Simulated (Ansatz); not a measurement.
Molecule: C7H13, charge 0, multiplicity 2. It need not be the lowest isomer of its formula. 
Structure (B3LYP-D3(BJ)/def2-TZVP (Ansatz, a first-principles code) minimum search):
```xyz
20

C      3.2267    -0.7690    -0.2603
C      2.4530     0.0754     0.6865
C      1.2202     0.7882     0.2574
C     -0.0082    -0.1346     0.1095
C     -1.2620     0.6236    -0.3416
C     -2.4421    -0.2760    -0.5341
C     -3.5769    -0.2088     0.1504
H      3.2920    -0.3024    -1.2486
H      4.2411    -0.9570     0.0964
H      2.7612    -1.7550    -0.4157
H      2.6601    -0.0112     1.7467
H      1.3924     1.2775    -0.7099
H      0.9734     1.5798     0.9713
H     -0.2080    -0.6309     1.0628
H      0.2188    -0.9257    -0.6111
H     -1.5052     1.4006     0.3888
H     -1.0376     1.1362    -1.2846
H     -2.3284    -1.0500    -1.2899
H     -3.7323     0.5445     0.9149
H     -4.3916    -0.8990    -0.0281
```
Charge 0, spin multiplicity 2.

Total electronic energies in hartree. Valence correlation only, unless marked. UHF or UKS for open shells. Spin-orbit coupling is left out. Non-relativistic. CBS marks a two-point X^-3 extrapolation of the correlation energy; Hartree-Fock from the larger set. [CCSD(T)-MP2]/basis is that difference in the basis named.

```tsv
level	program	energy (Eh)
HF/cc-pVTZ	Ansatz	-272.67788
BLYP-D3(BJ)/def2-TZVPD	Ansatz + dftd3	[?]
B3LYP/def2-TZVPD	Ansatz	-274.60466
PBE0/STO-3G	Ansatz	-270.88286
PBE0-D3(BJ)/def2-TZVPD	Ansatz + dftd3	-274.26035
PBE0-D4/def2-TZVPD	Ansatz + dftd4	-274.25909
PBE0/def2-TZVPD	Ansatz	-274.24683
PBE0/def2-QZVPP	Ansatz	-274.26567
CAM-B3LYP-D3(BJ)/def2-TZVPD	Ansatz + dftd3	-274.43690
B2GP-PLYP-D4/def2-TZVPD	Ansatz + dftd4	-274.26290
B2GP-PLYP/def2-TZVPD	Ansatz	-274.25673
RI-MP2/cc-pVTZ	Ansatz	-273.84507
RI-MP2/CBS(cc-pVTZ,cc-pVQZ)	Ansatz	-273.9874
CCSD(T)/6-31G*	Ansatz	-273.57844
RI-MP2/CBS(cc-pVTZ,cc-pVQZ)+[CCSD(T)-MP2]/cc-pVTZ	Ansatz	-274.1145
```

Task: Fill in the missing entries.

Result: 
- BLYP-D3(BJ)/def2-TZVPD, energy (Eh): -274.46134
